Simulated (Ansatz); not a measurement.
A series at Ge: from `[Br][GeH]([Br])[Br]`, ligands are replaced one by one, each step taking up H₂ and setting free HBr; n counts the steps. Ansatz, PBE0-D4/def2-TZVP geometries.

```csv
n,molecule,"HOMO energy, ωB97M-V/def2-TZVPP (eV)"
0,`[Br][GeH]([Br])[Br]`,-10.81
1,`[Br][GeH2][Br]`,-10.69
2,`[GeH3][Br]`,-10.47
3,GeH₄,?
```

Task: By hand: fit a straight line y = ȳ + b (n − n̄) to the 3 given rows and predict n = 3.

Result: n̄ = 1.000, ȳ = -10.657; Σ(n − n̄)(y − ȳ) = 0.340, Σ(n − n̄)² = 2.000, so b = 0.170 eV a step. Prediction: -10.657 + (0.170) × (2.000) = -10.32 eV.

Task: By hand: compare with the computed value, -11.91 eV, and give the steps along the whole series.

Result: The line misses by -1.59 eV (computed minus predicted). Steps: 0.12, 0.22, -1.44 eV.

The steps change sign along the series, so a line is a poor guide. The highest orbital can change its character along such a series. The miss is 110.4 % of the series' range.

Spin–orbit coupling is left out; it splits and shifts lone-pair levels of the heavy atoms by tenths of an eV.
